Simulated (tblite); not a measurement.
C7H9O2 (doublet state).
Z-matrix (Å and degrees, GFN2-xTB geometry), rows numbered from 1:
```
C 
C   1  1.2862
C   2  1.5015  1  125.34
C   2  1.5577  1  122.89  3   177.57
C   4  1.5232  2  114.13  1    17.47
O   5  1.4151  4  105.80  2   -80.89
C   6  1.4089  5  107.65  4   -35.06
C   4  1.5079  2  104.44  1   -93.20
O   8  1.2031  4  127.53  2   -75.86
H   1  1.0607  2  143.84  3  -176.81
H   3  1.0893  2  110.09  1  -115.64
H   3  1.0892  2  109.26  1   125.33
H   3  1.0856  2  110.64  1     5.06
H   4  1.0886  2  108.22  1   145.86
H   5  1.0901  4  113.97  2    37.31
H   5  1.1012  4  109.84  2   160.30
H   7  1.0923  6  109.27  5   145.40
H   7  1.1010  6  111.26  5   -94.70
```

All values are computed: GFN2-xTB (tblite) harmonic vibrations without scaling, gas phase. This tight-binding method is rough: wavenumbers can miss measured ones by several per cent, in bad cases by 10 to 20. One conformer, not necessarily the lowest. Open shells enter through the occupations alone, without spin polarisation, and single modes of such species can be off by tens of per cent.

Harmonic wavenumbers (cm⁻¹): 67.4, 83.5, 138.4, 166.4, 184.8, 287.1, 337.2, 385.0, 431.9, 474.3, 538.3, 616.3, 643.4, 670.7, 714.8, 769.6, 866.0, 919.2, 963.1, 1000.5, 1014.3, 1022.1, 1038.4, 1079.9, 1093.2, 1121.0, 1131.1, 1149.8, 1199.3, 1224.8, 1252.4, 1301.9, 1389.3, 1427.7, 1467.6, 1470.7, 1472.7, 1737.2, 1784.4, 2855.8, 2859.0, 2969.9, 2996.6, 2998.9, 3009.5, 3022.4, 3062.7, 3244.4.

A = 2388, B = 1652, C = 1198 MHz; mass 125.060 u (most abundant isotopes); point group C1, symmetry number 1; spin multiplicity 2.

Problem. What is the zero-point energy?

Solution. ½Σν̃ = 30827 cm⁻¹ = 368.78 kJ/mol.

Problem. Entropy at 273.15 K, 1 bar (ideal gas, RRHO, classical rotation)?

Solution. Translation 167.26, rotation 118.61, vibration 92.41, spin (R ln 2) 5.76: S = 384.0 J/(mol K).

Problem. And Cp and H(273.15 K) − H(0)?

Solution. Cp = 139.83 J/(mol K), of which vibrations give 106.57 (their classical limit is 48 R = 399.1); H(273.15 K) − H(0) = 23.08 kJ/mol without the zero-point energy, 13.99 from vibrations.

Problem. Which modes carry the vibrational entropy at 273.15 K?

Solution. 67.4 cm⁻¹: 16.97; 83.5 cm⁻¹: 15.21; 138.4 cm⁻¹: 11.12; 166.4 cm⁻¹: 9.67; 184.8 cm⁻¹: 8.86; 287.1 cm⁻¹: 5.63 J/(mol K); the other 42 give 24.95 together.

Problem. What must be added to the electronic energy to get the Gibbs energy at 273.15 K and 1 bar?

Solution. ZPE + [H(273.15 K) − H(0)] − T·S = 368.78 + 23.08 − 104.90 = 286.96 kJ/mol.

Hindered rotation and anharmonicity are outside this model. Other conformers, if any are populated, would add a mixing term that is left out. The structure is chiral; the term R ln 2 for an equal mix with its mirror image is left out.
